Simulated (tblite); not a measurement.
Q: What does the GFN2-xTB structure of InChI=1S/C4H4F4OSi/c5-3(1-2-9)10-4(6,7)8/h1-2H,10H2/b3-1+ look like in three dimensions?

A: 
```
atom  x, y, z in Å
O1     3.4206   -0.7249   -1.3717
C2     2.7740   -0.4116   -0.4086
C3     1.3164   -0.2241   -0.4253
C4     0.5961    0.1070    0.6523
F5     1.2316    0.2824    1.8315
Si6   -1.2748    0.3923    0.8182
C7    -2.0201    0.0641   -0.9524
F8    -1.5171    0.8865   -1.8939
F9    -1.7953   -1.1899   -1.3908
F10   -3.3536    0.2376   -0.9732
H11    3.2431   -0.2389    0.5760
H12    0.8237   -0.3715   -1.3740
H13   -1.8787   -0.5978    1.7046
H14   -1.5666    1.7882    1.1303
```

Orientation and origin are arbitrary. Atoms count from 1 in this order. The 2 C–C bonds span 1.338 Å (C3=C4, drawn double) to 1.470 Å (C2–C3, drawn single), a spread of 0.132 Å. Si6 (SiH2 silicon) is distorted tetrahedral (angles from 105.8° to 115.9°). The 2 C–Si bonds span 1.900 Å (C4–Si6, drawn single) to 1.949 Å (Si6–C7, drawn single), a spread of 0.049 Å. Of the pairs four or more bonds apart, F5···H11 is among the closest relative to their van der Waals radii: 2.43 Å, 91 % of the sum of Bondi's values.

Bonds between heavy atoms (Å): O1=C2 1.202, C2–C3 1.470, C3=C4 1.338, C4–F5 1.351, C4–Si6 1.900, Si6–C7 1.949, C7–F8 1.347, C7–F9 1.347, C7–F10 1.345.

The geometry is computed with GFN2-xTB (gas phase).

Its GFN2-xTB frequencies are all real (lowest 21 cm⁻¹). One conformer, not necessarily the lowest (O1–C2–C3–C4 179°, C3–C4–Si6–C7 1°). 3 starts were optimised and ended at 0.00, 0.01 and 2.21 kcal/mol (GFN2-xTB); the lowest of these is shown.
